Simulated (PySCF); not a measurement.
Bonding in `CCP(P)C1=CCCC1`

Species: C7H14P2.
SMILES with atom numbers: `[CH3:1][CH2:2][P:3]([PH2:4])[C:5]1=[CH:6][CH2:7][CH2:8][CH2:9]1` (hydrogens: H10, H11, H12 on C1; H13, H14 on C2; H15, H16 on P4; H17 on C6; H18, H19 on C7; H20, H21 on C8; H22, H23 on C9)

Cartesian coordinates in Å at the GFN2-xTB level; atoms count from 1:
```
atom  x, y, z in Å
C1    -2.6021   -1.1988   -0.4054
C2    -2.1376   -0.2468    0.6875
P3    -1.2364    1.2199   -0.0438
P4    -0.5801    2.0758    1.8489
C5     0.3345    0.4173   -0.4860
C6     0.9738    0.6362   -1.6315
C7     2.2507   -0.1394   -1.7277
C8     2.4699   -0.6361   -0.2886
C9     1.0897   -0.5590    0.3821
H10   -3.1354   -2.0457    0.0234
H11   -3.2664   -0.6853   -1.0975
H12   -1.7517   -1.5755   -0.9714
H13   -1.4920   -0.7590    1.4053
H14   -2.9997    0.1483    1.2340
H15   -1.7021    2.8954    1.9417
H16    0.1589    3.0722    1.2142
H17    0.6298    1.2724   -2.4291
H18    2.1276   -0.9729   -2.4258
H19    3.0791    0.4721   -2.0877
H20    3.1634    0.0312    0.2245
H21    2.8827   -1.6431   -0.2579
H22    0.5917   -1.5324    0.3714
H23    1.1472   -0.2197    1.4195
```

Bond orders from the PBE0/pcSseg-1 density (PySCF). One conformer (not necessarily the lowest) at the GFN2-xTB geometry, without solvent, vibrations or thermal averaging.

Task: Where do the orders between heavy atoms depart from those drawn in the SMILES?

Result: The largest departure is 0.151, at C5–C6 (drawn double, 1.849).

Task: Set the Mayer orders of the bonds between heavy atoms beside their lengths.

Result: 
```json
{"bond": "C1–C2", "drawn as": "single", "length (Å)": "1.522", "Mayer order": "1.045"}
{"bond": "C2–P3", "drawn as": "single", "length (Å)": "1.870", "Mayer order": "0.935"}
{"bond": "P3–P4", "drawn as": "single", "length (Å)": "2.178", "Mayer order": "1.003"}
{"bond": "P3–C5", "drawn as": "single", "length (Å)": "1.819", "Mayer order": "0.944"}
{"bond": "C5–C6", "drawn as": "double", "length (Å)": "1.330", "Mayer order": "1.849"}
{"bond": "C6–C7", "drawn as": "single", "length (Å)": "1.497", "Mayer order": "1.037"}
{"bond": "C7–C8", "drawn as": "single", "length (Å)": "1.538", "Mayer order": "1.034"}
{"bond": "C8–C9", "drawn as": "single", "length (Å)": "1.536", "Mayer order": "1.030"}
{"bond": "C9–C5", "drawn as": "single", "length (Å)": "1.509", "Mayer order": "0.968"}
```

By pair of heavy elements: C–C: lowest C9–C5 (0.968, 1.509 Å), highest C5–C6 (1.849, 1.330 Å); in 3 of the 15 pairs the longer bond (by over 0.003 Å) has the higher order (by 0.02 or more). C–P: all 2 within 0.02 of one another (0.935 to 0.944).

Task: And the bonds to hydrogen?

Result: C–H: 0.93 to 0.99 (12 bonds); H–P: 0.94 (2 bonds).

Task: Sum the orders of all bonds at each heavy atom with more than one neighbour and set the sums beside the valence in the SMILES.

Result: C1 3.936 (drawn 4), C2 3.855 (drawn 4), P3 2.882 (drawn 3), P4 2.881 (drawn 3), C5 3.761 (drawn 4), C6 3.876 (drawn 4), C7 3.952 (drawn 4), C8 3.978 (drawn 4), C9 3.871 (drawn 4). Orders between atoms that aren't bonded are not in these sums.

The Mayer order sums products of elements of PS (density times overlap matrix) between the two atoms' basis functions, so it depends on the basis set.

The run behind these numbers computed NMR shieldings as well. On an Intel Xeon Platinum 8488C with one thread, no GPU, shared host with 192 logical CPUs at a one-minute load of 44, this took 65 s and 1.2 GiB of memory at its peak.
